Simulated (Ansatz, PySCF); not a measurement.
CrO2F2, SMILES [O]=[Cr](=[O])([F])[F], multiplicity 1.

Coordinates come from a B3LYP-D3(BJ)/def2-SVP optimisation. The spin state was assumed, not searched. The isomer is the one that the SMILES or the coordinates give; other isomers of the formula were not compared.

Vertical ionisation energy (IE) and electron affinity (EA) in eV. Rows of orbital energies are one-electron estimates. Where ΔSCF, EOM or ADC give a negative EA the extra electron is unbound and the value depends on the basis.

```json
[
 {"level": "−ε(HOMO), −ε(LUMO), ωB97X/def2-TZVP (PySCF)", "IE": "13.04", "EA": "2.83"},
 {"level": "−ε(HOMO), −ε(LUMO), PBE/def2-TZVP (PySCF)", "IE": "8.77", "EA": "5.73"},
 {"level": "ΔSCF, PBE/def2-SVPD (Ansatz), final states of multiplicity 2 and 2", "IE": "12.67", "EA": "2.24"}
]
```

Question: What vertical singlet–triplet gap does ΔSCF give with CAM-B3LYP/def2-SVPD (Ansatz, an electronic-structure program) and with PBE/def2-SVPD (Ansatz)? (The exact figures need the calculation; the answer reports its results.)

Answer: 1.98 and 2.91 eV (triplet above singlet where positive).
